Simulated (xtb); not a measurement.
F₂La, doublet, at a GFN2-xTB geometry (such geometries of metal compounds can be far from the true shape) (the multiplicity is a formal guess); GFN2-xTB (xtb).

Here is a job for xtb.
```
$ xtb mol.xyz --gfn 2 --uhf 1 --etemp 3000 --json

# file mol.xyz
3

La     0.35119851     0.23883053     0.07480380
F     -1.58633943     0.28362235    -1.33070388
F     -0.63791783    -1.79621569     0.85694648
```

Task: What does xtb print? Leave out banner, timings and long lists.

Result: 
```
   ID    Z sym.   atoms
    1   57 La     1
    2    9 F      2, 3

           -------------------------------------------------
          |                Calculation Setup                |
           -------------------------------------------------

           -------------------------------------------------
          |                 G F N 2 - x T B                 |
           -------------------------------------------------

          ...................................................
          :                      SETUP                      :
          :.................................................:
          :  # basis functions                  18          :
          :  # atomic orbitals                  17          :
          :  # shells                            7          :
          :  # electrons                        17          :
          :  max. iterations                   250          :
          :  Hamiltonian                  GFN2-xTB          :
          :  restarted?                      false          :
          :  GBSA solvation                  false          :
          :  PC potential                    false          :
          :  electronic temp.         3000.0000000     K    :
          :  accuracy                    1.0000000          :
          :  -> integral cutoff          0.2500000E+02      :
          :  -> integral neglect         0.1000000E-07      :
          :  -> SCF convergence          0.1000000E-05 Eh   :
          :  -> wf. convergence          0.1000000E-03 e    :
          :  Broyden damping             0.4000000          :
          :  net charge                          0          :
          :  unpaired electrons                  1          :
          ...................................................

 iter      E             dE          RMSdq      gap      omega  full diag
   1     13.5029969  0.135030E+02  0.737E+01    0.92       0.0  T
   2     -9.7260055 -0.232290E+02  0.316E+01    0.23       1.0  T
   3     -9.9166109 -0.190605E+00  0.217E+01    0.14       1.0  T
   4     -9.9813929 -0.647820E-01  0.195E+01    0.12       1.0  T
   5    -10.0172475 -0.358546E-01  0.194E+01    0.09       1.0  T
   6     20.3431799  0.303604E+02  0.740E+01    3.50       1.0  T
   7     14.8777103 -0.546547E+01  0.700E+01    1.11       1.0  T
   8    -10.2390473 -0.251168E+02  0.144E+01    0.12       1.0  T
   9    -10.4754946 -0.236447E+00  0.119E+01    0.07       1.0  T
  10    -10.4913852 -0.158906E-01  0.118E+01    0.09       1.0  T
  11    -10.1945211  0.296864E+00  0.153E+01    0.12       1.0  T
  12    -10.1656585  0.288626E-01  0.164E+01    0.13       1.0  T
  13    -10.7433297 -0.577671E+00  0.943E+00    0.45       1.0  T
  14    -10.7302723  0.130574E-01  0.983E+00    0.44       1.0  T
  15    -10.7322529 -0.198057E-02  0.986E+00    0.47       1.0  T
  16    -10.7302158  0.203712E-02  0.988E+00    0.47       1.0  T
  17    -10.7376627 -0.744694E-02  0.989E+00    0.46       1.0  T
  18    -10.7346024  0.306029E-02  0.987E+00    0.47       1.0  T
  19    -10.7460756 -0.114732E-01  0.975E+00    0.50       1.0  T
  20    -10.7664045 -0.203289E-01  0.929E+00    0.70       1.0  T
  21    -10.7658688  0.535759E-03  0.932E+00    0.95       1.0  T
  22    -10.7547336  0.111352E-01  0.967E+00    1.21       1.0  T
  23    -10.7494695  0.526410E-02  0.958E+00    1.24       1.0  T
  24    -10.7425283  0.694120E-02  0.951E+00    1.26       1.0  T
  25    -10.7697593 -0.272310E-01  0.883E+00    1.20       1.0  T
  26    -10.7725569 -0.279754E-02  0.876E+00    1.23       1.0  T
  27    -10.7785866 -0.602976E-02  0.795E+00    1.14       1.0  T
  28    -10.7785294  0.572340E-04  0.768E+00    1.15       1.0  T
  29    -10.7804524 -0.192298E-02  0.684E+00    1.28       1.0  T
  30    -10.7791849  0.126745E-02  0.632E+00    1.41       1.0  T
  31    -10.7800161 -0.831204E-03  0.560E+00    1.48       1.0  T
  32    -10.7823172 -0.230102E-02  0.288E+00    1.72       1.0  T
[...]
         :: total energy             -10.782268270961 Eh    ::
[...]
         :: -> anisotropic XC         -0.009755878272 Eh    ::
         :: -> dispersion             -0.001247039247 Eh    ::
         :: repulsion energy           0.000410825734 Eh    ::
         :: add. restraining           0.000000000000 Eh    ::
         :: total charge              -0.000000000081 e     ::
         :::::::::::::::::::::::::::::::::::::::::::::::::::::

           -------------------------------------------------
          |                Property Printout                |
           -------------------------------------------------

    * Orbital Energies and Occupations

         #    Occupation            Energy/Eh            Energy/eV
      -------------------------------------------------------------
         1        2.0000           -0.8059263             -21.9304
         2        2.0000           -0.7770252             -21.1439
         3        2.0000           -0.5304169             -14.4334
         4        1.9841           -0.4644719             -12.6389
         5        1.9778           -0.4612775             -12.5520
         6        1.9743           -0.4598373             -12.5128
         7        1.9678           -0.4576247             -12.4526
         8        1.9649           -0.4568000             -12.4302
         9        1.0878           -0.4071829             -11.0800 (HOMO)
        10        0.0127           -0.3360736              -9.1450 (LUMO)
        11        0.0092           -0.3329660              -9.0605
        12        0.0087           -0.3324366              -9.0461
        13        0.0070           -0.3304278              -8.9914
        14        0.0059           -0.3287399              -8.9455
        15                         -0.0116773              -0.3178
        16                          0.1698431               4.6217
        17                          0.2903042               7.8996
      -------------------------------------------------------------
                  HL-Gap            0.0711093 Eh            1.9350 eV
             Fermi-level           -0.4013850 Eh          -10.9222 eV

     #   Z          covCN         q      C6AA      α(0)
     1  57 La       1.215     0.665  1846.795   163.627
     2   9 F        0.607    -0.333    12.744     4.211
     3   9 F        0.607    -0.333    12.744     4.211

 Mol. C6AA /au·bohr⁶  :       2348.130685
 Mol. C8AA /au·bohr⁸  :     515575.670990
 Mol. α(0) /au        :        172.049148

Wiberg/Mayer (AO) data.
largest (>0.10) Wiberg bond orders for each atom

 ---------------------------------------------------------------------------
     #   Z sym  total        # sym  WBO       # sym  WBO       # sym  WBO
 ---------------------------------------------------------------------------
     1  57 La   1.399 --     3 F    0.700     2 F    0.700
     2   9 F    0.849 --     1 La   0.700     3 F    0.150
     3   9 F    0.849 --     1 La   0.700     2 F    0.150
 ---------------------------------------------------------------------------

Topologies differ in total number of bonds
Writing topology from bond orders to xtbtopo.mol

molecular dipole:
                 x           y           z       tot (Debye)
 q only:        1.840       1.251       0.392
   full:        1.593       1.083       0.339       4.973
molecular quadrupole (traceless):
                xx          xy          yy          xz          yz          zz
 q only:        0.198      -0.941      -0.722      -2.694       3.480       0.524
  q+dip:       -0.273      -1.695      -0.748      -3.150       3.656       1.021
   full:       -1.510      -3.959      -0.981      -4.990       4.909       2.491

           -------------------------------------------------
          | TOTAL ENERGY              -10.782268270961 Eh   |
          | GRADIENT NORM               0.004609052236 Eh/α |
          | HOMO-LUMO GAP               1.934982430314 eV   |
           -------------------------------------------------

normal termination of xtb
```
